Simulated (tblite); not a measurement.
Compound: C6H9BF3P.
Atom-mapped SMILES: `[BH3-:1][P@+:2]1([CH2:3][C:4]([F:5])([F:6])[F:7])[CH:8]=[C:9]1[CH:10]=[CH2:11]` (hydrogens: H12, H13, H14 on B1; H15, H16 on C3; H17 on C8; H18 on C10; H19, H20 on C11)
Bond orders are those of one Lewis drawing.

Computed with GFN2-xTB (tblite), gas phase: L-BFGS steps from a force-field or distance-geometry start until the largest atomic force falls under 0.01 eV/Å.

The end geometry, which sets the zero of energy:
```
atom  x, y, z in Å
B1      0.9043    0.3156   -2.2998
P2      0.3009   -0.4925   -0.6311
C3      1.4214   -0.7524    0.8661
C4      1.8993    0.6038    1.3134
F5      0.8989    1.5038    1.3155
F6      2.8596    1.1002    0.5322
F7      2.3917    0.5968    2.5657
C8     -0.8868   -1.8518   -0.4864
C9     -1.3814   -0.7239    0.0205
C10    -2.5117   -0.0857    0.6055
C11    -2.5056    1.1996    0.9502
H12     1.8492   -0.3374   -2.6005
H13     1.1582    1.4421   -2.0380
H14    -0.0506    0.1640   -2.9899
H15     0.8820   -1.2306    1.6854
H16     2.2904   -1.3532    0.5898
H17    -1.1422   -2.8629   -0.7187
H18    -3.3875   -0.7080    0.7471
H19    -3.3679    1.6760    1.3831
H20    -1.6273    1.8072    0.8054
```

Problem. These geometries come from the run, each turned onto the end geometry. Order them by energy, lowest first.
A.
```
atom  x, y, z in Å
B1      0.7629    0.5025   -1.9017
P2      0.2551   -0.4769   -0.3714
C3      1.4603   -0.7168    1.0861
C4      2.3908    0.4601    1.0691
F5      1.7317    1.6128    1.2034
F6      3.1262    0.5278   -0.0346
F7      3.2742    0.3985    2.0725
C8     -0.8756   -1.8683   -0.3913
C9     -1.5163   -0.7651    0.0092
C10    -2.7500   -0.1287    0.3496
C11    -2.8802    1.1494    0.6852
H12     1.8290    0.1189   -2.2069
H13     0.7375    1.6211   -1.5331
H14    -0.0869    0.2615   -2.6822
H15     0.9833   -0.8334    2.0556
H16     2.0615   -1.5923    0.8567
H17    -0.9640   -2.8972   -0.6609
H18    -3.6447   -0.7376    0.3474
H19    -3.8472    1.5404    0.9506
H20    -2.0525    1.8338    0.7123
```
B.
```
atom  x, y, z in Å
B1      0.7462    0.4675   -1.8526
P2      0.2735   -0.4866   -0.3233
C3      1.4592   -0.6968    1.0816
C4      2.4098    0.4871    1.0521
F5      1.6924    1.6199    1.2150
F6      3.1446    0.5086   -0.0786
F7      3.2825    0.3741    2.0926
C8     -0.8733   -1.8811   -0.4113
C9     -1.4997   -0.7289   -0.0124
C10    -2.7456   -0.1406    0.3422
C11    -2.8849    1.1564    0.6846
H12     1.8243    0.1236   -2.2079
H13     0.7312    1.6171   -1.5388
H14    -0.0739    0.2767   -2.6895
H15     0.9809   -0.8482    2.0437
H16     2.0535   -1.5783    0.8573
H17    -0.9476   -2.9133   -0.6646
H18    -3.6685   -0.7241    0.3557
H19    -3.8590    1.5389    0.9551
H20    -2.0507    1.8387    0.7146
```
C.
```
atom  x, y, z in Å
B1      0.7756    0.5249   -2.1589
P2      0.3147   -0.4703   -0.5325
C3      1.3246   -0.6876    1.0617
C4      2.2439    0.4918    1.2158
F5      1.5714    1.6513    1.1954
F6      3.1683    0.5495    0.2536
F7      2.9234    0.4690    2.3786
C8     -0.8165   -1.8826   -0.4473
C9     -1.3972   -0.7749    0.0045
C10    -2.5986   -0.1857    0.4924
C11    -2.6986    1.1170    0.7432
H12     1.7691    0.0328   -2.5806
H13     0.9017    1.6528   -1.8086
H14    -0.2076    0.3055   -2.8001
H15     0.6667   -0.7512    1.9300
H16     1.9403   -1.5874    1.0102
H17    -0.9938   -2.9127   -0.6681
H18    -3.4294   -0.8667    0.6349
H19    -3.6084    1.5647    1.1042
H20    -1.8546    1.7704    0.5870
```
D.
```
atom  x, y, z in Å
B1      0.8942    0.4170   -2.2210
P2      0.3033   -0.5418   -0.6136
C3      1.3533   -0.7586    0.9497
C4      1.9660    0.5881    1.2252
F5      1.0488    1.5707    1.1432
F6      2.9379    0.8856    0.3611
F7      2.5081    0.6909    2.4523
C8     -0.8826   -1.9101   -0.4870
C9     -1.3930   -0.7784   -0.0061
C10    -2.5222   -0.1343    0.5770
C11    -2.5097    1.1556    0.9074
H12     1.8542   -0.1716   -2.5950
H13     1.1218    1.5191   -1.8487
H14    -0.0553    0.3065   -2.9283
H15     0.7483   -1.0717    1.8040
H16     2.1533   -1.4824    0.7751
H17    -1.1313   -2.9259   -0.7107
H18    -3.3973   -0.7548    0.7416
H19    -3.3666    1.6393    1.3437
H20    -1.6363    1.7673    0.7455
```
E.
```
atom  x, y, z in Å
B1      0.7799    0.5550   -2.0492
P2      0.2894   -0.4503   -0.4396
C3      1.4090   -0.7155    1.0703
C4      2.3528    0.4511    1.1311
F5      1.6859    1.6117    1.2058
F6      3.1523    0.5237    0.0655
F7      3.1650    0.4008    2.2034
C8     -0.8493   -1.8585   -0.3499
C9     -1.4249   -0.7476    0.1033
C10    -2.6826   -0.1731    0.4432
C11    -2.8299    1.1230    0.6967
H12     1.8308    0.1186   -2.3824
H13     0.7997    1.6852   -1.6864
H14    -0.1393    0.2902   -2.7562
H15     0.8368   -0.7730    1.9979
H16     1.9974   -1.6249    0.9271
H17    -1.0819   -2.8735   -0.5911
H18    -3.5244   -0.8567    0.4295
H19    -3.8024    1.5531    0.8553
H20    -1.9693    1.7713    0.7412
```

Solution. D (0.017 eV), C (0.054 eV), E (0.109 eV), A (0.296 eV), B (0.545 eV).

In the order of the answer:

```
step  E above end (eV)  largest force (eV/Å)  rms force component (eV/Å)  rms distance from end (Å)  rms bond change (Å)  bond most changed (Å)
  80             0.017                  0.07                       0.028                      0.153                0.004           B1–P2 +0.013
  46             0.054                  0.10                       0.031                      0.394                0.004           B1–P2 +0.012
  19             0.109                  0.21                       0.050                      0.489                0.004           B1–P2 +0.010
   3             0.296                  0.64                       0.182                      0.540                0.017           B1–P2 -0.063
   1             0.545                  1.77                       0.509                      0.545                0.024           B1–P2 -0.086
```

The cost below is that of the whole relaxation. On one thread of an Arm Neoverse N1, shared host with 64 logical CPUs at a one-minute load of 52, this took 1.9 s of wall time.
